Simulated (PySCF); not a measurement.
Solvent effects on NMR parameters

Numbering as in the mapped SMILES `[CH2:1]1[CH2:2][CH2:3][CH2:4][CH2:5][CH2:6][CH2:7]1` (H(Xn): hydrogen on atom n).

GIAO PBE0/pcSseg-1 in PySCF 2.14.0 with density-fitted response routines on one PBE0-D3(BJ)/def2-SVP conformer, non-relativistic, equivalent nuclei averaged. Solvents enter as an IEF-PCM continuum (cyclohexane with ε = 2.0, chloroform with ε = 4.7) around the gas-phase geometry. Shifts are referred to TMS computed in the same medium.

Gas phase, δ in ppm: C1/C2/C3/C4/C5/C6/C7 30.5, H(C1)/H(C2)/H(C3)/H(C4)/H(C5)/H(C6)/H(C7) 1.42. Dipole moment 0.00 D.

Q: How does each δ change in the continuum?

A: 
```
                                    atoms                       environment  Δδ, cyclohexane  Δδ, chloroform
                     C1/C2/C3/C4/C5/C6/C7                 sp3 CH2 in a ring             +0.3            +0.5
H(C1)/H(C2)/H(C3)/H(C4)/H(C5)/H(C6)/H(C7)  hydrogen on an sp3 CH2 in a ring             0.00            0.00
```

Changes are relative to the gas phase.

Q: Which nuclei move most (in ppm), and what does the model miss?

A: C1/C2/C3/C4/C5/C6/C7 (sp3 CH2 in a ring, +0.5 ppm) in chloroform. A continuum only polarises the solute; specific hydrogen bonds, the anisotropy of aromatic solvents and changes of geometry or conformer are outside it.
